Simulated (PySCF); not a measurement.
## Atomic charges by several schemes

Compound: C4H12N2OSi.
Geometry (GFN2-xTB, Å), atoms numbered from 1 in this order:
```xyz
20
C4H12N2OSi angstrom
N      2.329    1.314    0.906
Si     1.636    0.408   -0.381
N      2.613   -1.009   -0.511
C     -0.093   -0.119    0.197
C     -0.916   -0.945   -0.794
C     -2.365   -0.546   -0.471
C     -2.202    0.673    0.460
O     -0.854    1.072    0.379
H      1.728    1.983    1.359
H      3.251    1.703    0.790
H      1.471    1.151   -1.648
H      2.329   -1.742   -1.139
H      3.612   -0.891   -0.555
H     -0.059   -0.659    1.156
H     -0.667   -0.662   -1.818
H     -0.734   -2.011   -0.676
H     -2.901   -1.348    0.036
H     -2.916   -0.280   -1.372
H     -2.445    0.392    1.497
H     -2.822    1.524    0.172
```

Density: PBE0/pcSseg-1 (PySCF); schemes: Mulliken, IAO, Hirshfeld and ESP-fitted. Geometry: GFN2-xTB, one conformer, isolated molecule.

Problem. What partial charge does each atom carry?

Solution. In e; atoms taken as equivalent share a row and are averaged (×n: the atom named and its like, n in all):

```json
{"atom": "N1", "environment": "silicon-bound nitrogen", "Mulliken": "-0.630", "IAO": "-0.849", "Hirshfeld": "-0.322", "ESP-fitted": "-0.993"}
{"atom": "Si2", "environment": "SiH silicon", "Mulliken": "+1.000", "IAO": "+1.167", "Hirshfeld": "+0.403", "ESP-fitted": "+0.673"}
{"atom": "N3", "environment": "silicon-bound nitrogen", "Mulliken": "-0.630", "IAO": "-0.856", "Hirshfeld": "-0.324", "ESP-fitted": "-1.103"}
{"atom": "C4", "environment": "sp3 carbon bound to oxygen", "Mulliken": "-0.246", "IAO": "-0.208", "Hirshfeld": "-0.053", "ESP-fitted": "+0.412"}
{"atom": "C5", "environment": "ring CH2 carbon", "Mulliken": "-0.203", "IAO": "-0.275", "Hirshfeld": "-0.079", "ESP-fitted": "-0.031"}
{"atom": "C6", "environment": "ring CH2 carbon", "Mulliken": "-0.276", "IAO": "-0.286", "Hirshfeld": "-0.074", "ESP-fitted": "-0.302"}
{"atom": "C7", "environment": "sp3 carbon bound to oxygen", "Mulliken": "+0.091", "IAO": "-0.058", "Hirshfeld": "-0.001", "ESP-fitted": "+0.191"}
{"atom": "O8", "environment": "cyclic ether oxygen", "Mulliken": "-0.528", "IAO": "-0.407", "Hirshfeld": "-0.152", "ESP-fitted": "-0.501"}
{"atom": "H9/H10", "environment": "N–H hydrogen", "Mulliken": "+0.189", "IAO": "+0.262", "Hirshfeld": "+0.114", "ESP-fitted": "+0.376"}
{"atom": "H11", "environment": "Si–H hydrogen", "Mulliken": "-0.151", "IAO": "-0.199", "Hirshfeld": "-0.108", "ESP-fitted": "-0.174"}
{"atom": "H12/H13", "environment": "N–H hydrogen", "Mulliken": "+0.185", "IAO": "+0.258", "Hirshfeld": "+0.113", "ESP-fitted": "+0.408"}
{"atom": "H14", "environment": "methine hydrogen", "Mulliken": "+0.124", "IAO": "+0.121", "Hirshfeld": "+0.029", "ESP-fitted": "-0.021"}
{"atom": "H15", "environment": "methylene hydrogen", "Mulliken": "+0.121", "IAO": "+0.130", "Hirshfeld": "+0.033", "ESP-fitted": "+0.018"}
{"atom": "H16", "environment": "methylene hydrogen", "Mulliken": "+0.123", "IAO": "+0.141", "Hirshfeld": "+0.042", "ESP-fitted": "+0.022"}
{"atom": "H17", "environment": "methylene hydrogen", "Mulliken": "+0.122", "IAO": "+0.139", "Hirshfeld": "+0.039", "ESP-fitted": "+0.082"}
{"atom": "H18", "environment": "methylene hydrogen", "Mulliken": "+0.126", "IAO": "+0.141", "Hirshfeld": "+0.040", "ESP-fitted": "+0.098"}
{"atom": "H19", "environment": "methylene hydrogen", "Mulliken": "+0.094", "IAO": "+0.115", "Hirshfeld": "+0.029", "ESP-fitted": "+0.010"}
{"atom": "H20", "environment": "methylene hydrogen", "Mulliken": "+0.114", "IAO": "+0.146", "Hirshfeld": "+0.043", "ESP-fitted": "+0.052"}
```

Mean size of the charges over all atoms: IAO 0.314 e, ESP-fitted 0.313 e, Mulliken 0.266 e, Hirshfeld 0.111 e. Each set sums to the total charge, 0, to within 0.001 e. The IAO scheme projects the occupied orbitals on a minimal set of polarised atomic orbitals and counts the electrons in each atom's part of it. The ESP scheme fits charges at the nuclei, held to the total charge, to the electrostatic potential on points at 1.4 to 2.0 times the van der Waals radii.

Some averages cover members that differ in this geometry: H12/H13, ESP-fitted +0.363 to +0.454; H9/H10, ESP-fitted +0.342 to +0.410 e.

Lowest charge. All schemes include N3: Mulliken N1 and N3 (-0.630); IAO N3 (-0.856); Hirshfeld N3 (-0.324); ESP-fitted N3 (-1.103).

Highest charge. All schemes agree: Mulliken Si2 (+1.000); IAO Si2 (+1.167); Hirshfeld Si2 (+0.403); ESP-fitted Si2 (+0.673).

Problem. How closely do the schemes follow one another over all atoms?

Solution. Correlation coefficient and root-mean-square difference: IAO with Hirshfeld 0.99, 0.272 e; Mulliken with IAO 0.98, 0.099 e; Mulliken with Hirshfeld 0.97, 0.207 e; Hirshfeld with ESP-fitted 0.90, 0.308 e; IAO with ESP-fitted 0.87, 0.223 e; Mulliken with ESP-fitted 0.84, 0.242 e.

Problem. How many electrons does the Hirshfeld scheme count on O8?

Solution. Z − q = 8 − (-0.152) = 8.152.

Problem. Sum the charges by element, for elements with more than one atom.

Solution. 
| element | atoms | Mulliken | IAO | Hirshfeld | ESP-fitted |
| --- | --- | --- | --- | --- | --- |
| N | 2 | -1.260 | -1.705 | -0.646 | -2.096 |
| C | 4 | -0.633 | -0.828 | -0.207 | +0.270 |
| H | 12 | +1.421 | +1.772 | +0.600 | +1.655 |
